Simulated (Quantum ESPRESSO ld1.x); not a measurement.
Valence configurations of Sc+ (all share [Ar]). Method: Dirac Kohn-Sham, PBEsol, spin-unpolarised, spherical densities, point nucleus; open shells fill j = l - 1/2 first; computed with ld1.x of Quantum ESPRESSO 7.5. Energies are relative to 3d1 4s1; eigenvalues in eV.

3d1 4s1: E (eV) 0.000; e(3d3/2) -9.994; e(4s1/2) -9.719
4s2: E (eV) 1.512; e(4s1/2) -11.313
3d2: E (eV) 0.622; e(3d3/2) -6.889
3d1.5 4s0.5: E (eV) 0.107; e(3d3/2) -8.293; e(4s1/2) -8.954
3d1 4p1: E (eV) 3.396; e(3d3/2) -11.016; e(4p1/2) -6.914
3d0.5 4s0.5 4p1: E (eV) 4.044; e(3d3/2) -13.014; e(4p1/2) -7.453; e(4s1/2) -11.085
4s1 4p1: E (eV) 5.365; e(4p1/2) -7.995; e(4s1/2) -11.869
3d1 4s0.5 4p0.5: E (eV) 1.698; e(3d3/2) -10.509; e(4p1/2) -6.630; e(4s1/2) -10.027
3d0.5 4s1.5: E (eV) 0.425; e(3d3/2) -11.980; e(4s1/2) -10.511
4p2: E (eV) 9.260; e(4p1/2) -8.452

NIST lists [Ar] 3d1 4s1 as the ground configuration; this level of theory agrees among the configurations tried. The energies are those of spherical spin-averaged densities, not of single terms.
